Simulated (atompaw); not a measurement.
**Logarithmic derivatives: Mn (Z = 25), PAW (atompaw)**

- Element: Mn
- Generator: atompaw 4.2.0.5
- Type: PAW
- Functional: LDA (PW92)
- Relativity: scalar-relativistic
- Frozen core: [Ne]
- Valence charge: 15
- Reference configuration: 3s2 3p6 3d5 4s0 4p0 (charge +2)
- Partial waves: 3s (bound): rc 1.15 bohr; 4s (bound, empty): rc 1.35 bohr; 3p (bound): rc 1.45 bohr; 4p (bound, empty): rc 1.45 bohr; 3d (bound): rc 1.45 bohr; 3d channel at -1.15 Ry: rc 1.45 bohr
- Local potential: troulliermartins scheme with l = 3 at 0 Ry, radius 1.30 bohr
- Core correction: smooth core density matched at 1.40 bohr
- Augmentation charge: sinc compensation charge, radius 1.15 bohr; PAW radius 1.45 bohr; waves and projectors: custom polynom2 7 10 vanderbiltortho

The phase is arctan(r·u′/u) with u = r·R(r), unwrapped; energies in Ry, scanned from -10 to 5 Ry. A pole is an energy at which the radial function vanishes at the test radius. The pseudo phase is shifted by a multiple of π to meet the all-electron one at the reference energy, and phase errors are pseudo minus all-electron; the curves can meet again beyond the range given. Levels narrower than the energy grid can be missing from the lists of poles.

| channel | radius (bohr) | reference energy (Ry) | poles, all-electron | poles, pseudo | unbroken range about the reference energy with phases within 0.05 rad | phase error 1 Ry above the reference energy (rad) |
| --- | --- | --- | --- | --- | --- | --- |
| s | 1.46 | -1.44 | -6.63 | -6.64 | below 2.6 | -0.000 |
| p | 1.46 | -1.02 | -4.11 | -4.12 | the whole range | -0.000 |
| d | 1.46 | -1.81 | -0.20 | -0.20 | below 4.8 | -0.000 |

Phases in the p channel:

| E (Ry) | all-electron | pseudo |
| --- | --- | --- |
| -10.00 | 1.269 | 1.268 |
| -9.52 | 1.249 | 1.249 |
| -9.04 | 1.225 | 1.224 |
| -8.56 | 1.192 | 1.192 |
| -8.08 | 1.148 | 1.147 |
| -7.60 | 1.081 | 1.080 |
| -7.12 | 0.967 | 0.967 |
| -6.64 | 0.737 | 0.737 |
| -6.16 | 0.164 | 0.163 |
| -5.68 | -0.766 | -0.766 |
| -5.20 | -1.247 | -1.247 |
| -4.72 | -1.446 | -1.446 |
| -4.24 | -1.551 | -1.551 |
| -3.76 | -1.617 | -1.617 |
| -3.28 | -1.665 | -1.665 |
| -2.80 | -1.702 | -1.702 |
| -2.32 | -1.735 | -1.735 |
| -1.84 | -1.764 | -1.764 |
| -1.36 | -1.793 | -1.793 |
| -0.88 | -1.822 | -1.822 |
| -0.40 | -1.852 | -1.852 |
| 0.08 | -1.886 | -1.886 |
| 0.56 | -1.923 | -1.923 |
| 1.04 | -1.967 | -1.967 |
| 1.52 | -2.020 | -2.020 |
| 2.00 | -2.085 | -2.086 |
| 2.48 | -2.169 | -2.171 |
| 2.96 | -2.282 | -2.285 |
| 3.44 | -2.435 | -2.443 |
| 3.92 | -2.648 | -2.662 |
| 4.40 | -2.933 | -2.955 |
| 4.88 | -3.268 | -3.297 |
